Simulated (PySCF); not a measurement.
B(Cl)2(Et) (C2H5BCl2), SMILES CCB(Cl)Cl.

The structure is a stationary point at B3LYP-D3(BJ)/def2-SVP. One conformer was computed; it need not be the lowest.

These are PBE/def2-TZVP (PySCF) values and carry that method's errors.

* **total energy**: -1024.09768 hartree
* **point group**: Cs
* **highest occupied level**: -7.48 eV
* **lowest empty level**: -2.18 eV
* **orbital gap**: 5.30 eV
* **dipole moment**: 1.44 D
* **quadrupole, principal values (traceless, Buckingham form, about the centre of nuclear charge)**: -2.07, 0.63, 1.44 D·Å
* **mean static polarisability**: 64.2 bohr³ (9.51 Å³)
* **polarisability, principal values**: 48.6, 67.7, 76.2 bohr³
